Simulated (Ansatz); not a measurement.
Start from `[SiH3]N[SiH]1CO1` and change one atom or group to get `O[SiH2][SiH]1CO1`.

Ansatz, PBE0-D4/def2-TZVP geometries, multiplicity 1. Each molecule was computed in one conformer, which needn't be the lowest.

```csv
property,`[SiH3]N[SiH]1CO1`
HOMO–LUMO gap (B3LYP/def2-TZVPP) / eV,6.78
HOMO energy (ωB97M-V/def2-TZVPP) / eV,-9.45
HOMO energy (PBE/def2-TZVPP) / eV,-5.88
LUMO energy (PBE0/def2-TZVPP) / eV,0.05
HOMO energy (PBE0/def2-TZVPP) / eV,-7.18
size of the dipole moment (PBE/def2-TZVPP) / D,1.92
```

Question: Give the same properties after the change, and the shifts. (Best estimate.)

Answer: The calculation gave: 
| property | `O[SiH2][SiH]1CO1` | shift |
| --- | --- | --- |
| HOMO–LUMO gap (B3LYP/def2-TZVPP) / eV | 6.07 | -0.71 |
| HOMO energy (ωB97M-V/def2-TZVPP) / eV | -9.81 | -0.36 |
| HOMO energy (PBE/def2-TZVPP) / eV | -6.43 | -0.55 |
| LUMO energy (PBE0/def2-TZVPP) / eV | -1.16 | -1.21 |
| HOMO energy (PBE0/def2-TZVPP) / eV | -7.64 | -0.46 |
| size of the dipole moment (PBE/def2-TZVPP) / D | 1.39 | -0.53 |

With PBE0 the HOMO falls by 0.46 eV and the LUMO falls by 1.21 eV, so the gap narrows by about 0.75 eV. PBE moves the HOMO by -0.55 eV and ωB97M-V by -0.36 eV. Dipoles are sizes alone; their direction can turn.

B3LYP here is the variant with VWN-RPA as its local correlation; programs differ in this.
